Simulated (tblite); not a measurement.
Isomers of C8H16Si. Level: GFN2-xTB in tblite, geometry and Hessian alike; calculated harmonic values, unscaled, isolated species. This tight-binding method is rough: wavenumbers can miss measured ones by several per cent, in bad cases by 10 to 20. Modes of hydrogen on silicon can be 10 to 20 % off. One conformer each.

Electronic energies: GFN2-xTB at the same geometries; isomer energies are rough at this level and their order can be wrong.

```json
{"SMILES": "CC[C@@H]1C[C@@H](C2CC2)[SiH2]1", "electronic energy, lowest = 0 (kcal/mol)": "0.0"}
{"SMILES": "C#C[C@@](C)(CC)C[SiH2]C", "electronic energy, lowest = 0 (kcal/mol)": "17.4"}
{"SMILES": "C#CC(CC)(CC)C[SiH3]", "electronic energy, lowest = 0 (kcal/mol)": "13.0"}
```

Question: How do GFN2-xTB zero-point energies change the relative energies?

Answer: 
```json
{"SMILES": "CC[C@@H]1C[C@@H](C2CC2)[SiH2]1", "ZPE (kcal/mol)": "135.4", "of it from modes above 1550 cm⁻¹": "66.8", "electronic (kcal/mol)": "0.0", "with ZPE, lowest = 0 (kcal/mol)": "0.0", "lowest mode (cm⁻¹)": "34", "rings": "2"}
{"SMILES": "C#CC(CC)(CC)C[SiH3]", "ZPE (kcal/mol)": "131.4", "of it from modes above 1550 cm⁻¹": "69.3", "electronic (kcal/mol)": "13.0", "with ZPE, lowest = 0 (kcal/mol)": "9.0", "lowest mode (cm⁻¹)": "83", "rings": "0"}
{"SMILES": "C#C[C@@](C)(CC)C[SiH2]C", "ZPE (kcal/mol)": "132.0", "of it from modes above 1550 cm⁻¹": "70.4", "electronic (kcal/mol)": "17.4", "with ZPE, lowest = 0 (kcal/mol)": "14.1", "lowest mode (cm⁻¹)": "42", "rings": "0"}
```

The zero-point energies span 4.0 kcal/mol, from `C#CC(CC)(CC)C[SiH3]` to `CC[C@@H]1C[C@@H](C2CC2)[SiH2]1`. The order is unchanged.

Question: What do entropy and thermal enthalpy add at 298.15 K and 1 bar (rigid rotor, harmonic oscillator, one conformer each)?

Answer: 
```json
{"SMILES": "CC[C@@H]1C[C@@H](C2CC2)[SiH2]1", "point group": "C1", "symmetry number": "1", "S (cal/(mol K))": "101.9", "H − H(0) (kcal/mol)": "7.39", "ZPE + H − H(0) − TS (kcal/mol)": "112.4"}
{"SMILES": "C#CC(CC)(CC)C[SiH3]", "point group": "C1", "symmetry number": "1", "S (cal/(mol K))": "108.4", "H − H(0) (kcal/mol)": "8.59", "ZPE + H − H(0) − TS (kcal/mol)": "107.7"}
{"SMILES": "C#C[C@@](C)(CC)C[SiH2]C", "point group": "C1", "symmetry number": "1", "S (cal/(mol K))": "111.1", "H − H(0) (kcal/mol)": "8.84", "ZPE + H − H(0) − TS (kcal/mol)": "107.7"}
```
